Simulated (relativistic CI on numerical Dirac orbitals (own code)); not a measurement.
Input to a radial Dirac CI calculation:

```
atom Ti  Z=22  charge=20  electrons=2
nucleus A=48  rms_radius_fm=3.5921
hamiltonian dirac-coulomb  breit=on  qed=on  c_scale=1
orbitals kli  potential=per-configuration
slater_scale 0.85
correlation none
mixing on
configurations
  1s2
  1s 2p
  1p 2p
  1s 1p
end
```

Question: How did the run end?

Answer: The self-consistent field of one configuration failed: SCF of 1p 2p ended with code -1.
